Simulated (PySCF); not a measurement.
The vertical singlet excitations below were computed for one of the candidates. The calculation used PySCF, TDDFT PBE0/def2-SVPD, vertical, gas phase, core orbitals frozen in the response. Geometries: GFN2-xTB, one conformer each.

```
state  E (eV)  λ (nm)       f
   S1    6.20   200.1  0.0009
   S2    7.37   168.2   0.078
   S3    7.61   163.0   0.030
   S4    7.64   162.3   0.054
   S5    8.09   153.3  0.0072
   S6    8.35   148.5  0.0019
   S7    8.41   147.4   0.013
   S8    8.46   146.5  0.0068
```

Triplets computed (Tamm–Dancoff): 5.19, 5.46, 7.39 eV.

Question: Which structure fits?
A. `C=C(C(=O)O)C1CC1`
B. `COC(=O)C=C1CC1`
C. `O=C1C=C[C@H](O)CC1`
D. `[H]/N=C(\COC(F)F)OC`

Answer: D. Its S1, at 6.20 eV, is the highest among the candidates; the nearest of the others has S1 at 4.89 eV. S1 is HOMO→LUMO (87%), HOMO-1→LUMO (9%). Löwdin shares by element: HOMO nitrogen 58%, carbon 19% or more, hydrogen 6% or more (atoms not listed hold the other 16%); LUMO carbon 41% or more, nitrogen 26%, oxygen 11% or more (atoms not listed hold the other 22%). At the same level the other candidates give, for their lowest levels:
- `C=C(C(=O)O)C1CC1`: 4.80 eV (f 0.000); 5.26 eV (f 0.109); 6.37 eV (f 0.003); 6.85 eV (f 0.003); 6.90 eV (f 0.085); T1 3.28 eV; HOMO -7.34, LUMO -1.48 eV
- `O=C1C=C[C@H](O)CC1`: 3.65 eV (f 0.000); 5.39 eV (f 0.083); 6.32 eV (f 0.006); 6.35 eV (f 0.238); 6.48 eV (f 0.001); T1 3.14 eV; HOMO -7.29, LUMO -1.71 eV
- `COC(=O)C=C1CC1`: 4.89 eV (f 0.000); 5.98 eV (f 0.000); 6.19 eV (f 0.528); 6.53 eV (f 0.000); 6.61 eV (f 0.082); T1 3.85 eV; HOMO -7.87, LUMO -1.21 eV

Conformer computed: `[H]/[N:4]=[C:3](/[O:2][CH3:1])[CH2:5][O:6][CH:7]([F:8])[F:9]`: C1–O2–C3–N4 2°, O2–C3–C5–O6 -153°, C3–C5–O6–C7 72°, C5–O6–C7–F8 74°.
